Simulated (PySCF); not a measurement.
Compound: C5HF2O3 (charge -1).
Bonds: O1–C2 (double), C2–O3, C2–C4, C4–C5 (aromatic), C5–C6 (aromatic), C6–F7, C6–C8 (aromatic), C8–F9, C8–O10 (aromatic), C4–O10 (aromatic). Hydrogens: H11 on C5.

A GFN2-xTB structure was refined with PBE0-D3(BJ)/def2-SVP geometry optimisation, gas phase (PySCF 2.14.0). Its GFN2-xTB values:

| coordinate | GFN2-xTB |
| --- | --- |
| O1=C2 | 1.231 Å |
| C2–C4 | 1.585 Å |
| C4–C5 | 1.369 Å |
| C4–O10 | 1.358 Å |
| C5–C6 | 1.414 Å |
| C5–H11 | 1.069 Å |
| C6–F7 | 1.351 Å |
| C6–C8 | 1.361 Å |
| C8–F9 | 1.343 Å |
| C8–O10 | 1.331 Å |
| O1–C2–C4 | 112.4° |
| C2–C4–C5 | 128.3° |
| C2–C4–O10 | 121.9° |
| C4–O10–C8 | 107.2° |
| C5–C4–O10 | 109.8° |
| C5–C6–F7 | 127.5° |
| C6–C8–F9 | 131.2° |
| F9–C8–O10 | 117.7° |

How do these coordinates change at the PBE0-D3(BJ)/def2-SVP level?

```
coordinate  PBE0-D3(BJ)/def2-SVP (Å or °)  change
     C2–C4                          1.534  -0.051
     C8–F9                          1.320  -0.023
    C5–H11                          1.086  +0.017
    C4–O10                          1.375  +0.017
     C6–F7                          1.336  -0.015
     O1=C2                          1.244  +0.013
     C5–C6                          1.425  +0.011
    C8–O10                          1.326  -0.005
     C4–C5                          1.369   0.000
     C6–C8                          1.361   0.000
  C2–C4–C5                          130.6    +2.3
 C2–C4–O10                          120.3    -1.6
 F9–C8–O10                          116.9    -0.8
 C5–C4–O10                          109.0    -0.8
  C6–C8–F9                          131.9    +0.7
 C4–O10–C8                          107.7    +0.5
  O1–C2–C4                          112.1    -0.3
  C5–C6–F7                          127.8    +0.3
```

The energy falls by 1.6 kcal/mol over 10 energy and gradient evaluations, the largest force component goes from 0.0236 to 1.1e-04 Eh/bohr, and the atoms move by 0.034 Å rms after alignment. The bond that changes most is C2–C4 (carboxylate carbon to substituted aromatic carbon), which shortens by 0.051 Å. Bonds longer at the end by more than 0.005 Å: 5 of 11; shorter: 4. Rotational constants go from 2830, 860.4, 659.8 to 2831, 877.9, 670.1 MHz.

The run used 145 basis functions and 80 SCF cycles in all. On an Arm Neoverse V2 with one thread, no GPU (shared host), this took 77 s.

PBE0-D3(BJ)/def2-SVP frequencies: not computed here.

Conformer computed: `[O:1]=[C:2]([O-:3])[c:4]1[cH:5][c:6]([F:7])[c:8]([F:9])[o:10]1`: O1–C2–C4–C5 0°.
